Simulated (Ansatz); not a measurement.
The cluster Ge₃O₉H₆. Total charge 0; singlet. Geometry PBE-D4/def2-SVP; atoms count from 1.

```xyz
18

Ge    0.317   -1.657   -1.389
Ge    1.180    1.373    0.985
Ge   -1.439    1.515   -0.893
O    -1.410   -0.988   -2.504
O     2.718    1.594    1.565
O    -1.424   -0.644   -1.052
O    -0.342    1.436    2.082
O     1.105   -0.795    1.302
O    -1.074    1.424   -2.784
O    -0.116    0.510    3.193
O    -0.365   -3.250   -0.908
O     0.436    1.585   -0.595
H     2.059   -0.920    1.507
H     0.380    1.072    3.828
H    -0.117    1.621   -2.880
H    -1.334   -3.230   -0.781
H    -1.239    0.026   -2.877
H     0.663   -0.675    2.201
```

The structure holds 2 bonds between oxygen atoms, so isomers without such links may lie far lower. The structure comes from a short search, and lower isomers may exist.

Question: Estimate the Mulliken populations from the PBE0/def2-TZVP orbitals of Ansatz.

Answer: 
```csv
atom,charge (e)
Ge1,0.64
Ge2,0.86
Ge3,0.65
O4,-0.30
O5,-0.57
O6,-0.38
O7,-0.32
O8,-0.59
O9,-0.65
O10,-0.35
O11,-0.57
O12,-0.57
H13,0.38
H14,0.36
H15,0.34
H16,0.33
H17,0.37
H18,0.39
```
Mulliken values depend strongly on the basis.

Question: And the Mayer bond orders between heavy atoms (over 0.3)?

Answer: Ge1–O4 0.35 (2.16 Å); Ge1–O6 0.48 (2.04 Å); Ge1–O11 1.11 (1.80 Å); Ge2–O5 1.94 (1.66 Å); Ge2–O7 0.82 (1.88 Å); Ge2–O8 0.34 (2.19 Å); Ge2–O12 1.11 (1.76 Å); Ge3–O6 0.40 (2.16 Å); Ge3–O9 0.74 (1.93 Å); Ge3–O12 0.74 (1.90 Å); O4–O6 0.87 (1.49 Å); O7–O10 0.87 (1.46 Å).
